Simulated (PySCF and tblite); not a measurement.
C10H7BrO2, numbered as in [CH3:1][C:2](=[O:3])[c:4]1[cH:5][o:6][c:7]2[c:8]([Br:9])[cH:10][cH:11][cH:12][c:13]12. Geometries GFN2-xTB; weights from PBE0-D3(BJ)/6-31G* energies and GFN2-xTB thermal corrections, with symmetry numbers and mirror pairs. Conformers within 2.5 kcal/mol (GFN2-xTB free energy) were kept, 3 at most. GIAO shieldings: PBE0/6-31G*. Shifts are against TMS (¹H), TMS (¹³C) at the same level. Codes: tblite and PySCF.

Torsions listed: O3–C2–C4–C5.

Two conformers hold nearly all the population. I: 180°; δ(H12) = 8.64 ppm. II: 0°; δ(H12) = 7.83 ppm. The average over the ensemble at 298.15 K is 8.57 ppm.

Problem. What populations and free-energy difference follow from a two-state model?

Solution. p(I) = (8.57 − 7.83)/(8.64 − 7.83) = 0.91, so K = p(II)/p(I) = 0.09 and G(II) − G(I) = −RT ln K = 1.40 kcal/mol. The weights computed directly are 90.9 % and 9.1 %.

Spin–orbit effects of the heavy atoms on shieldings are missing.


Conformer gaps in 6-31G* on xTB geometries can be 2 kcal/mol off for S=O, P=O and other polar bonds.